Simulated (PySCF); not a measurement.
NiI2 holds Ni(II), d8, at total charge 0. The structure is a PBE0-D3(BJ)/def2-TZVP geometry optimised for multiplicity 3; coordination linear, point group D∞h, metal–donor distances 2.41 Å.

Method (PySCF 2.14, density fitting): CASSCF(8,5) with orbitals averaged over all microstates of the shell, strongly contracted NEVPT2 on the averaged canonical orbitals; basis x2c-TZVPall on the metal, x2c-SVPall elsewhere; spin-free X2C; gas phase; spin-orbit coupling by state interaction with the mean-field operator over all roots.

CASSCF energies above the lowest CASSCF root:

| state | CASSCF / cm⁻¹ |
| --- | --- |
| 3Σg- | 0 |
| 3Πg | 263 |
| 3Δg | 828 |
| 3Φg | 972 |
| 1Δg | 15691 |
| 1Πg | 16213 |
| 1Σg+ | 16351 |
| 3Πg | 18526 |
| 3Σg- | 21276 |
| 1Σg+ | 23182 |
| 1Πg | 23382 |
| 1Δg | 24198 |
| 1Φg | 25592 |
| 1Γg | 27573 |
| 1Σg+ | 60784 |

How does dynamic correlation (SC-NEVPT2) move these states?


```
state  NEVPT2 / cm⁻¹  shift / cm⁻¹
 3Σg-              0             0
  3Πg            662          +399
  3Δg           2054         +1226
  3Φg           2235         +1263
  1Δg          13978         -1713
  1Πg          14771         -1442
 1Σg+          15178         -1172
  3Πg          15751         -2775
 3Σg-          20626          -650
 1Σg+          20583         -2600
  1Πg          20968         -2414
  1Δg          22269         -1929
  1Φg          24508         -1084
  1Γg          28331          +758
 1Σg+          52677         -8107
```
